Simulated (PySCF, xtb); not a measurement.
tellurium hexafluoride (F6Te), SMILES F[Te](F)(F)(F)(F)F.

Harmonic wavenumbers (cm⁻¹) from GFN2-xTB in xtb 6.7.1 at its own minimum, in rising order: 100, 100, 100, 173, 173, 173, 190, 190, 190, 440, 475, 475, 475, 478, 478.

Task: What does PySCF with r2SCAN-D4/def2-SVP give at its own minimum? (The exact figures need the calculation; the answer reports its results.)

Result: 184, 184, 184, 277, 277, 277, 299, 299, 299, 650, 650, 650, 724, 724, 724. Paired by order, the mean absolute difference is 146 cm⁻¹ and the zero-point energies are 6.0 and 9.2 kcal/mol.
